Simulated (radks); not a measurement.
Problem. Calculated with a radial shooting solver on a logarithmic mesh with Libxc functionals: non-relativistic Kohn-Sham, exchange-only LDA, spin-polarised, spherical densities, point nucleus; open shells are filled with parallel spins first (spin-orbit coupling, left out, can overturn this in heavy ions). Response by self-consistent Sternheimer equations with the Hartree and adiabatic exchange-only LDA kernel. For heavy and open-shell atoms this level of theory can miss by tens of per cent. Estimate the static dipole polarisabilities of Ga+ ([Ar] 3d10 4s2) and P3+ ([Ne] 3s2) and the C6 coefficients of the three pairs.

Solution. alpha = 18.25 and 6.504 bohr^3; C6 = 93.44 (Ga+-Ga+), 38.57 (Ga+-P3+), 16.17 (P3+-P3+) hartree bohr^6.
